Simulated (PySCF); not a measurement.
Species: C5H5Cl2NSi.
SMILES with atom numbers: `[N:1]#[C:2][C:3]1=[C:4]([CH2:5][Cl:6])[C@H:7]1[SiH2:8][Cl:9]`

Geometry (GFN2-xTB, Å), atoms numbered from 1 in this order:
```
atom  x, y, z in Å
N1    -0.139    3.426   -1.338
C2     0.015    2.328   -1.030
C3     0.170    1.010   -0.684
C4     0.811    0.017   -0.122
C5     1.922   -0.518    0.646
Cl6    3.044    0.786    1.160
C7    -0.478   -0.375   -0.790
Si8   -2.024   -0.782    0.231
Cl9   -1.415   -1.130    2.123
H10    1.555   -1.016    1.548
H11    2.497   -1.232    0.050
H12   -0.389   -0.863   -1.760
H13   -2.945    0.348    0.250
H14   -2.624   -1.998   -0.307
```

NICS = −σ at a ghost point: NICS(0) at the centroid of the ring atoms, NICS(1) 1 Å to either side along the normal of their mean plane, zz for the tensor component along that normal. Level: GIAO PBE0/pcSseg-1 (PySCF, non-relativistic, gas phase) on the GFN2-xTB geometry, one conformer.

Ring bond lengths (Å), with Mayer bond orders in brackets: C3–C4 1.309 (1.52), C4–C7 1.504 (0.92), C7–C3 1.534 (0.83).

Problem. What do the NICS probes read (ppm)?

Solution. 
```
    ring                                                    type  NICS(0)  NICS(1), two faces  NICS(1)zz, two faces  rms pucker (Å)  centre to ring atoms, mean (Å)
C3–C4–C7  3-membered carbocycle; formal bonds 1 double, 2 single    -32.0         -6.9 / -6.2         -13.4 / -13.5            0.00                            0.84
```

Problem. What can be read from them?

Solution. 
- C3–C4–C7: mean NICS(1)zz -13.4 ppm, shielded. C7 has four or more neighbours, so the value isn't read as a sign of a π ring current. NICS(0) lies 26 ppm below the mean NICS(1).

Problem. At the second NICS(1) probe listed for ring C3–C4–C7, 1 Å off the ring, what do the in-plane components average?

Solution. The isotropic value is a third of the trace: (3 × -6.2 − (-13.5))/2 = -2.6 ppm.

Problem. What are the shieldings of the ring atoms and their hydrogens in the same run (means over atoms taken as equivalent)?

Solution. 
```csv
atoms,environment,σ isotropic (ppm),"principal values of the symmetric part, first atom (ppm)"
C3,fully substituted alkene carbon,94.1,"-41.4, 145.2, 178.5"
C4,fully substituted alkene carbon,44.5,"-95.7, 80.6, 148.6"
C7,sp3 carbon bound to silicon,163.4,"115.5, 150.2, 224.4"
H12,methine hydrogen,30.10,"24.0, 27.2, 39.1"
```

The run took 83 s wall (grids of density and orbitals included) on an Intel Xeon at 2.70 GHz with one thread, shared host with 64 logical CPUs at a one-minute load of 58, and the process peaked at 0.92 GiB of memory. This is the whole shielding run at PBE0/pcSseg-1, SCF included.
